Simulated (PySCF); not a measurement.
# How methods differ on the ionisation energy of S²⁺

S²⁺ [Ne] 3s2 3p2 (3P) → S³⁺ [Ne] 3s2 3p1 (2P), as a difference of total energies. Calculation: PySCF 2.14, in aug-cc-pwCVDZ (6s5p3d, 36 functions); no relativity, point nucleus. Correlated levels: valence: [Ne] frozen; valence and next inner shell: 1s2 frozen; nothing frozen. The calculations carry no spin-orbit coupling.

| method | ionisation energy (eV) |
| --- | --- |
| UHF | 34.144 |
| LDA | 34.869 |
| PBE | 34.827 |
| PBE0 | 34.864 |
| r2SCAN | 34.994 |
| CAM-B3LYP | 34.831 |
| BLYP | 34.635 |
| MP2 (valence) | 34.488 |
| SCS-MP2 (valence) | 34.403 |
| MP2 (valence and next inner shell) | 34.487 |
| SCS-MP2 (valence and next inner shell) | 34.400 |
| MP2 (all electrons) | 34.487 |
| SCS-MP2 (all electrons) | 34.401 |

Estimate what revPBE gives.

34.805 eV, closest to PBE among the rows shown.

Estimate what B97-3 gives.

34.672 eV, closest to BLYP among the rows shown.

A first-order spin-orbit estimate (lowest level to lowest level, LS coupling) adds -0.008 eV.

Errors of the correlated levels include the incompleteness of this basis and the frozen core.

For comparison: 34.86 ± 0.04 eV (semi-empirical (NIST evaluation); NIST Atomic Spectra Database, ionization energies).
